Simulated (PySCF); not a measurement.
# Cost of response and excited-state runs on `C[C@@]12C[C@@H]1[C@H]2O[SiH3]`, C5H10OSi

Geometry (Å), atoms numbered from 1 in this order:
```xyz
17

C    -1.651   -0.844   -0.356
C    -0.890    0.421   -0.185
C    -1.219    1.700    0.520
C     0.064    0.987    0.816
C     0.491    0.826   -0.609
O     1.400   -0.139   -0.970
Si    2.175   -1.279   -0.121
H    -2.416   -0.726   -1.123
H    -0.976   -1.641   -0.661
H    -2.140   -1.132    0.575
H    -1.996    1.659    1.272
H    -1.186    2.638   -0.024
H     0.504    0.639    1.725
H     0.626    1.713   -1.229
H     1.264   -2.177    0.598
H     3.078   -0.686    0.869
H     2.865   -1.946   -1.212
```

PySCF with density fitting, on 1 thread of an Arm Neoverse V2, shared host. Command: `OMP_NUM_THREADS=1 python excited_run.py task.json out`

(1) How long does each of these runs take, and how much memory?
- circular dichroism and optical rotation, BHandHLYP/6-31++G**; 20 states; IEF-PCM benzene; core frozen
- circular dichroism and optical rotation, PBE0/pcseg-1; 12 states; core frozen
- circular dichroism and optical rotation, wB97X-D/aug-cc-pVDZ; 12 states; writes grids
- circular dichroism and optical rotation, wB97X-D/aug-pcseg-1; 4 states; IEF-PCM methanol; core frozen; damping 0.2

Results:

(1) 
```
                                    run                level  basis functions  wall time  peak memory (GiB)
circular dichroism and optical rotation  BHandHLYP/6-31++G**              190       44 s               0.96
circular dichroism and optical rotation         PBE0/pcseg-1              152       23 s               0.76
circular dichroism and optical rotation  wB97X-D/aug-cc-pVDZ              255       96 s                1.1
circular dichroism and optical rotation  wB97X-D/aug-pcseg-1              255       55 s                1.2
```
Times from a shared host are rough.
